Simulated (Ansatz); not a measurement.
`C[N](C)[MgH]` → `[MgH2]` + `C=NC` at 298.15 K and 1 bar (β-hydride elimination).

Gas-phase electronic energies from Ansatz, PBE0-D4/def2-TZVP geometries. CCSD(T)/CBS is the MP2 limit (def2-TZVPP, def2-QZVPP) plus CCSD(T) − MP2 in def2-TZVPP, frozen cores. For Mg outer-core shells are correlated without core-valence functions, which leaves a few kJ/mol of doubt a bond.

```tsv
species	CCSD(T)/CBS energy (Eh)	H − E (kJ/mol)	S (J/(mol·K))
`C[N](C)[MgH]`	-334.89311	244.9	318.4
`[MgH2]`	-201.05321	34.9	194.4
`C=NC`	-133.77870	191.7	260.0
```

H − E and S are ideal-gas, rigid-rotor, harmonic terms from PBE0-D4/def2-TZVP. 1 Eh = 2625.50 kJ/mol, R = 8.31446 J/(mol·K).

Q: By hand: ΔE, ΔH, ΔS and ΔG.

A: ΔE = (-201.05321) + (-133.77870) − (-334.89311) = 0.06120 Eh = 160.7 kJ/mol. Δ(H − E) = 34.9 + 191.7 − 244.9 = -18.3, so ΔH = 142.4 kJ/mol. ΔS = 194.4 + 260.0 − 318.4 = 136.0 J/(mol·K). ΔG = 142.4 − 298.15 × (136.0)/1000 = 101.9 kJ/mol.

Q: By hand: the equilibrium constant, and the temperature at which ΔG would vanish if ΔH and ΔS stayed fixed.

A: log₁₀ K = −ΔG/(RT ln 10) = -17.9. ΔG = 0 at ΔH/ΔS = 1047 K.

The number of gas molecules changes by +1, which sets the sign of ΔS. A doubt of 5 kJ/mol in ΔE shifts log₁₀ K by 0.9 here. These are equilibria of isolated gas molecules and say nothing of rates. Largest T1 diagnostic: 0.011 (customary marks: 0.02 for closed shells, 0.045 for open ones).
